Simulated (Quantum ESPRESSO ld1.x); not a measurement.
P V, configuration [Ne] 3s1. Method: scalar-relativistic Kohn-Sham, LDA (Slater exchange, VWN5 correlation), spin-polarised, spherical densities, point nucleus; open shells are filled with parallel spins first; computed with ld1.x of Quantum ESPRESSO 7.5.

X-ray form factor f0, the Fourier transform of the density (f0(0) = 11):

| sin(theta)/lambda (1/angstrom) | f0 (electrons) |
|---|---|
| 0.05 | 10.904 |
| 0.1 | 10.632 |
| 0.15 | 10.225 |
| 0.2 | 9.735 |
| 0.25 | 9.208 |
| 0.3 | 8.676 |
| 0.4 | 7.650 |
| 0.5 | 6.689 |
| 0.6 | 5.787 |
| 0.8 | 4.229 |
| 1 | 3.092 |
| 1.25 | 2.219 |
| 1.5 | 1.749 |
| 2 | 1.334 |
